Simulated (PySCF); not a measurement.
Predicted microwave data (PBE0/pcSseg-1 in PySCF (dipole) on a GFN2-xTB geometry, gas phase) for one isomer of C5H10O2:

* Rotational constants: A = 3348, B = 2394, C = 2010 MHz
* Dipole components: |μa| = 0.67 D, |μb| = 1.61 D, |μc| = 0.00 D
* Inertial defect: -110.55 u·Å²
* κ: -0.43

Question: Which structure is it? (One computed conformer of each.)
A. `[CH3:1][O:2][CH2:3][C@H:4]([CH3:5])[CH:6]=[O:7]` with C1–O2–C3–C4 -178°, O2–C3–C4–C5 -69°, C3–C4–C6–O7 -8°
B. `[CH2:1]=[CH:2][C@@H:3]([CH2:4][OH:5])[O:6][CH3:7]` with C1–C2–C3–C4 121°, C2–C3–C4–O5 63°, C3–C4–O5–H 50°, C2–C3–O6–C7 68°
C. `[CH3:1][C:2]([CH3:3])([CH3:4])[C:5](=[O:6])[OH:7]` with C2–C5–O7–H 180°
D. `[CH3:1][C:2](=[O:3])[O:4][CH:5]([CH3:6])[CH3:7]` with C1–C2–O4–C5 179°, C2–O4–C5–C6 155°

Answer: C. It is CC(C)(C)C(=O)O, an asymmetric top, point group Cs. The candidates at the same level (rigid rotor, commonest isotopes):

```csv
SMILES,A (MHz),B (MHz),C (MHz),μa (D),μb (D),μc (D),Δ (u·Å²),point group,rotor
COC[C@H](C)C=O,4457,1523,1204,1.01,1.41,0.09,-25.53,C1,asymmetric top
C=C[C@@H](CO)OC,2908,2322,1493,2.23,0.56,0.85,-52.97,C1,asymmetric top
CC(=O)OC(C)C,4790,1694,1472,1.00,1.47,0.89,-60.50,C1,asymmetric top
CC(C)(C)C(=O)O,3348,2394,2010,0.67,1.61,0.00,-110.55,Cs,asymmetric top
```

`C=C[C@@H](CO)OC` has C 26 % too low; `CC(=O)OC(C)C` has A 43 % too high; `COC[C@H](C)C=O` has C 40 % too low. In the right answer the mirror of this Cs structure is the ab plane, so μc vanishes by symmetry. No structure here is proved a minimum.
